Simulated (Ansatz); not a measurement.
Consider the cleavage of the B–Al bond: `C[B](C)[AlH2]` + CH₃SH → `CSB(C)C` + `[AlH3]`.

Isolated molecules relaxed with PBE0-D4/def2-TZVP in Ansatz; ΔE leaves out vibrations. CCSD(T)/CBS adds triple-zeta CCSD(T) − MP2 to the extrapolated MP2 energy (def2 sets, frozen cores). This one scheme is used for every species. Functionals use def2-TZVPP. One conformer a species, not always the lowest.

| level | ΔE (eV) |
| --- | --- |
| PBE-D4 | -1.36 |
| PBE | -1.31 |
| HF/def2-SVP | -1.38 |
| HF/def2-QZVPP | -1.32 |

What does CCSD(T)/CBS give? (An estimate is asked.)

Ansatz gave: -1.41 eV. The listed levels differ from it by 0.05, 0.10, 0.03, 0.09 eV.

Largest T1 diagnostic among the species: 0.012.

The D4 term adds −0.08 eV with B3LYP and −0.04 eV with PBE0; it sums over pairs of atoms, weighted by their polarisabilities, and B3LYP, whose exchange is more repulsive, gets the larger term. From BLYP to BHLYP (50 % exact exchange), in def2-TZVPP and without D4, ΔE moves by −0.07 eV.

B3LYP here is the variant with VWN-RPA as its local correlation; programs differ in this.
